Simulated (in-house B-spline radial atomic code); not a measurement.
A fraction x of an electron is removed from 4p in Ag²⁺, starting from [Kr] 4d9 and keeping the highest spin. Computed with an all-electron radial atomic-structure program (B-spline basis): scalar-relativistic (X2C) B97-1, spin-polarised, spherical fractional occupations, Fermi nucleus of rms radius 4.5454 fm.

Caution: exact exchange at fractional occupations of open shells leaves self-interaction of up to several eV.

```tsv
x	E(x) - E(0) (eV)	4p down level (eV)
0	0.0000	-83.987
0.03	2.5261	-84.417
0.22	?	?
0.25	21.4477	-87.610
0.45	39.2652	-90.574
0.5	43.8126	-91.324
0.52	45.6421	-91.625
0.67	59.5559	-93.897
0.79	?	?
1	91.3792	-98.993
```

(1) What belongs in the row x = 0.22?

(2) What belongs in the row x = 0.79?

(3) Check Janak's theorem between x = 0.25 and 0.45.

Results:

(1) An energy change of 18.8259 eV; 4p down at -87.170 eV.

(2) An energy change of 70.9336 eV; 4p down at -95.735 eV.

(3) The slope of the energy is 89.09 eV; the orbital levels give 89.09 eV (-ε of the emptying orbital, averaged over the two points).
